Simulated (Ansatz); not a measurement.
```yaml
crystal:
  periodic: [false, false, false]
  atoms:
    - {symbol: Be, position_ang: [-1.197347, -1.310002, 1.318322]}
    - {symbol: Be, position_ang: [0.083663, 1.398087, 0.095050]}
    - {symbol: Be, position_ang: [-0.372105, -1.057802, -0.846101]}
    - {symbol: Be, position_ang: [2.190521, 1.267284, -1.041584]}
    - {symbol: Be, position_ang: [2.015296, 0.337305, 0.840262]}
    - {symbol: Be, position_ang: [-1.531676, 0.746007, -1.109232]}
    - {symbol: Be, position_ang: [-2.628861, -0.744754, -0.120817]}
    - {symbol: Be, position_ang: [1.855274, -0.720110, -0.983027]}
    - {symbol: Be, position_ang: [0.857138, -1.464633, 0.825233]}
    - {symbol: Be, position_ang: [0.391469, 0.614168, -1.899250]}
    - {symbol: Be, position_ang: [-1.828493, 0.686581, 1.055320]}
    - {symbol: Be, position_ang: [0.165120, 0.247879, 1.865835]}
basis:
  gaussian: {orbitals: def2-TZVPP, initial_orbitals: start.molden}
total_charge: 1
magnetization: {spin_polarized: true, initial_magnetization: 1}
correlation: {method: ccsd_t}
scf: {omitted_lower_state_checks: [starts, cluster_reference]}
output: {orbitals: {seedname: orbitals}}
```

The file start.molden holds the orbitals of an earlier run on this structure, at another level or in another basis.

```sh
$ ansatz run in.yaml --threads 4 --pin off --events-out ev --progress --plain --max-ram 4787MiB
```

It prints (some lines left out):

```
Functional definition: HF
1884 factors; integrals over basis functions are off by at most 4.2e-5 eV
mean field evaluation 1: about -4765.4941 eV, gradient 1.4e1 eV
mean field evaluation 2: about -4766.4373 eV, gradient 1.3e0 eV
mean field evaluation 4: about -4766.7869 eV, gradient 4.1e-1 eV
mean field evaluation 8: about -4766.8407 eV, gradient 1.3e-3 eV
mean field -4766.84065163 eV, -175.1781628668 hartree, gradient 2.4e-6 eV, S^2 2.283282; 0 other end points of the search recorded, 0 dependent functions left out
reference -4766.84065163 eV, -175.1781628668 hartree; 24, 23 occupied and 204, 205 virtual orbitals, 1884 factors
second order -23.98834859 eV of doubles, -0.00000000 eV of singles
Error: with its amplitudes the run needs 6.60 GiB of memory by its plan, which may be too low or too high, and 4.67 GiB are given
refused for memory
```

Can the result of this run be used?

No. The program refused the input.
